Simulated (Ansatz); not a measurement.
Cl2F2H2Si2 (`F[SiH2][Si](F)(Cl)Cl`), charge 0, multiplicity 1.

Question: Give a relaxed structure at PBE0-D4/def2-TZVP (Ansatz 0.2.0). (Estimate.)

Answer: Computed: 
Z-matrix (Å, degrees):
```
Si
Si 1 2.345
F 1 1.600 2 108.0
H 1 1.483 2 110.2 3 118.7
H 1 1.483 2 110.2 3 -118.7
Cl 2 2.034 1 111.6 3 -61.2
F 2 1.589 1 109.2 3 -180.0
Cl 2 2.034 1 111.6 3 61.3
```
Point group Cs.
